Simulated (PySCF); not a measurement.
**Bonding in `C[SiH2][SiH2]C(F)(F)F`**

Compound: C2H7F3Si2.
Atom-mapped SMILES: `[CH3:1][SiH2:2][SiH2:3][C:4]([F:5])([F:6])[F:7]` (hydrogens: H8, H9, H10 on C1; H11, H12 on Si2; H13, H14 on Si3)

Structure used (GFN2-xTB), in Å, numbered top down from 1:
```
atom  x, y, z in Å
C1     2.0270    0.0907    0.6412
Si2    1.0470   -0.7197   -0.7715
Si3   -0.9953    0.3562   -1.0420
C4    -1.9288    0.2010    0.6640
F5    -3.1555    0.7548    0.6649
F6    -2.0997   -1.0877    1.0383
F7    -1.2552    0.7874    1.6808
H8     2.2088    1.1440    0.4431
H9     2.9920   -0.3887    0.7820
H10    1.4864    0.0255    1.5819
H11    0.8769   -2.1520   -0.4896
H12    1.8078   -0.6044   -2.0246
H13   -1.9875   -0.2169   -1.9545
H14   -1.0244    1.8093   -1.2361
```

Bond orders from the PBE0/pcSseg-1 density (PySCF). Isolated species at its GFN2-xTB geometry (one conformer only).

Problem. Where do the orders between heavy atoms depart from those drawn in the SMILES?

Solution. The largest departure is 0.195, at Si3–C4 (drawn single, 0.805). Drawn single, order below 0.88: Si3–C4 (0.805).

Problem. Give the Mayer order of every bond between heavy atoms, beside its length.

Solution. 
| bond | drawn as | length (Å) | Mayer order |
| --- | --- | --- | --- |
| C1–Si2 | single | 1.901 | 0.959 |
| Si2–Si3 | single | 2.324 | 0.902 |
| Si3–C4 | single | 1.951 | 0.805 |
| C4–F5 | single | 1.346 | 0.978 |
| C4–F6 | single | 1.353 | 0.954 |
| C4–F7 | single | 1.353 | 0.953 |

Bonds between the same two heavy elements. C–Si: lowest Si3–C4 (0.805, 1.951 Å), highest C1–Si2 (0.959, 1.901 Å). C–F: lowest C4–F7 and C4–F6 (0.953, 1.353 Å), highest C4–F5 (0.978, 1.346 Å). Bonds named together lie within 0.004.

Problem. And the bonds to hydrogen?

Solution. C–H: 0.95 to 0.96 (3 bonds); H–Si: 0.93 to 0.94 (4 bonds).

Problem. Sum the orders of all bonds at each heavy atom with more than one neighbour and set the sums beside the valence in the SMILES.

Solution. C1 3.825 (drawn 4), Si2 3.725 (drawn 4), Si3 3.584 (drawn 4), C4 3.690 (drawn 4). Orders between atoms that aren't bonded are not in these sums.

Mayer orders depend on the basis set.
